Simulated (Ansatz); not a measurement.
`CC(Br)BS`, charge 0, multiplicity 1.

Problem. Give a relaxed structure at PBE0-D4/def2-TZVP (Ansatz). (Estimate.)

Solution. The calculation gave: 
Z-matrix (Å, degrees):
```
C
C 1 1.505
H 1 1.095 2 109.1
H 1 1.091 2 111.6 3 -119.4
H 1 1.092 2 111.9 3 119.8
Br 2 1.984 1 110.4 3 -178.1
B 2 1.570 1 121.3 3 -66.1
H 2 1.090 1 111.3 3 68.1
S 7 1.777 2 125.8 1 -14.5
H 7 1.192 2 119.5 1 165.1
H 9 1.345 7 99.4 2 1.2
```
This is one stationary point; other conformers may exist.
